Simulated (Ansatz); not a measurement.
Cost and result for the atomization energy of C$_{4}$H$_{5}$I (`C=C=C(C)I`) (10 atoms, 9 bonds).

```json
{"atom": "C1", "x (Å)": "-1.8189", "y (Å)": "-0.5871", "z (Å)": "0.9481"}
{"atom": "C2", "x (Å)": "-0.7850", "y (Å)": "-0.0053", "z (Å)": "0.4137"}
{"atom": "C3", "x (Å)": "0.2485", "y (Å)": "0.5627", "z (Å)": "-0.1206"}
{"atom": "C4", "x (Å)": "1.4186", "y (Å)": "-0.1143", "z (Å)": "-0.7501"}
{"atom": "I5", "x (Å)": "0.3139", "y (Å)": "2.6729", "z (Å)": "-0.1156"}
{"atom": "H6", "x (Å)": "-1.8343", "y (Å)": "-0.8523", "z (Å)": "2.0008"}
{"atom": "H7", "x (Å)": "-2.7002", "y (Å)": "-0.8215", "z (Å)": "0.3588"}
{"atom": "H8", "x (Å)": "1.5219", "y (Å)": "0.1856", "z (Å)": "-1.7957"}
{"atom": "H9", "x (Å)": "2.3441", "y (Å)": "0.1565", "z (Å)": "-0.2363"}
{"atom": "H10", "x (Å)": "1.2912", "y (Å)": "-1.1972", "z (Å)": "-0.7031"}
```

The species carries charge 0 and has multiplicity 1. Correlated methods include outer-core shells of I, which these sets cover unevenly. I takes the def2 core potential. The structure was optimised at the PBE0-D4/def2-TZVP level. Program: Ansatz. All runs use 4 threads of an Arm Neoverse V1 on a shared host. Times are those of one run each, without the atoms' runs, and a repeat can differ threefold. Electronic energies, without spin–orbit coupling; frozen cores. CCSD(T)/CBS adds CCSD(T) − MP2 in def2-TZVPP to the MP2 limit, and its time is that of the two runs behind it. T1 = 0.010. With those shells the extrapolation isn't a true limit. B3LYP takes the VWN-RPA correlation (the form of Gaussian; ORCA's B3LYP/G).

CCSD(T)/CBS is a level of theory with its own doubt, some kJ/mol a heavy atom from the limit and from the frozen cores, so smaller differences don't rank the functionals.

```
                             level  functions  wall time
   PBE-D4/def2-TZVPP (with forces)        244      2.6 s
                PBE0-D4/def2-TZVPP        244        3 s
 B3LYP-D4/def2-TZVPP (with forces)        244      4.8 s
r2SCAN-D4/def2-TZVPP (with forces)        244      5.5 s
                 B2PLYP/def2-TZVPP        244      6.5 s
                ωB97X-V/def2-TZVPP        244        8 s
  ωB97M-V/def2-TZVPP (with forces)        244       12 s
                    MP2/def2-QZVPP        460       29 s
                CCSD(T)/def2-TZVPP        244      4 min
                 CCSD(T)/CBS(def2)          –    4.5 min
```

What atomization energy does each give, and how far from CCSD(T)/CBS? (Estimate.)

Ansatz gave: 
| level | atomization (kJ/mol) | difference from CCSD(T)/CBS | per bond |
| --- | --- | --- | --- |
| PBE-D4/def2-TZVPP (with forces) | 4146.9 | 145.2 | 16.1 |
| PBE0-D4/def2-TZVPP | 4057.8 | 56.1 | 6.2 |
| B3LYP-D4/def2-TZVPP (with forces) | 4013.5 | 11.8 | 1.3 |
| r2SCAN-D4/def2-TZVPP (with forces) | 4028.9 | 27.2 | 3.0 |
| B2PLYP/def2-TZVPP | 3971.1 | -30.6 | -3.4 |
| ωB97X-V/def2-TZVPP | 3991.4 | -10.3 | -1.2 |
| ωB97M-V/def2-TZVPP (with forces) | 4002.7 | 1.0 | 0.1 |
| MP2/def2-QZVPP | 4049.6 | 47.9 | 5.3 |
| CCSD(T)/def2-TZVPP | 3902.2 | -99.5 | -11.1 |
| CCSD(T)/CBS(def2) | 4001.7 | 0.0 | 0.0 |

From PBE to PBE0 (25 % exact exchange), in def2-TZVPP and without D4, the atomization energy moves by −85.8 kJ/mol: exact exchange takes away binding that semilocal exchange gives to molecules. In def2-TZVPP, CCSD(T) changes the Hartree–Fock value by +994.2 kJ/mol (the triples alone add +76.3 kJ/mol) and MP2 by +1083.2 kJ/mol; breaking electron pairs costs correlation energy, which Hartree–Fock lacks. The D4 term adds +37.1 kJ/mol with B3LYP and +19.5 kJ/mol with PBE0; it sums over pairs of atoms, weighted by their polarisabilities, and B3LYP, whose exchange is more repulsive, gets the larger term.

Spin–orbit coupling would lower the free I atoms strongly, and the atomization energy with them, by more than many differences here.
